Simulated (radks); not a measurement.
The arsenic ion As+, configuration [Ar] 3d8 4s2 4p4 (not the ground configuration).

Calculated with a radial shooting solver on a logarithmic mesh with Libxc functionals: scalar-relativistic Kohn-Sham, PBE, spin-polarised, spherical densities, finite nucleus; open shells are filled with parallel spins first; Fermi nuclear charge, rms radius 4.0968 fm.

Energy parts (eV):
total: -61419.799
kinetic: 62607.565
electron-nucleus: -147088.711
Hartree: 25299.258
exchange-correlation: -2237.910

Orbitals (lengths in bohr, moments of r in powers of bohr; <r^-3> diverges for s and p1/2):
| orbital | occ. | eigenvalue (eV) | <r^-3> |
|---|---|---|---|
| 1s up | 1 | -11756.75 | - |
| 1s down | 1 | -11756.61 | - |
| 2s up | 1 | -1527.898 | - |
| 2s down | 1 | -1525.886 | - |
| 2p up | 3 | -1344.382 | 1105 |
| 2p down | 3 | -1342.803 | 1107 |
| 3s up | 1 | -225.6664 | - |
| 3s down | 1 | -222.3962 | - |
| 3p up | 3 | -168.5555 | 161.5 |
| 3p down | 3 | -165.2962 | 160.2 |
| 3d up | 5 | -74.7975 | 18.96 |
| 3d down | 3 | -71.4144 | 18.78 |
| 4s up | 1 | -29.7337 | - |
| 4s down | 1 | -27.5356 | - |
| 4p up | 3 | -17.8509 | 14.86 |
| 4p down | 1 | -15.8545 | 14.21 |

The highest occupied level is 4p down at -15.854 eV. Summed over all electrons, <r^2> = 33.15 bohr^2, which gives a Langevin (diamagnetic) susceptibility term of -26.3 x 10^-6 cm^3/mol. The spin density at the nucleus is -0.667 e/bohr^3 (1s -0.298, 2s -2.628, 3s 1.844, 4s 0.415). The electron density at the nucleus is 3.603e+04 e/bohr^3 (large components only).
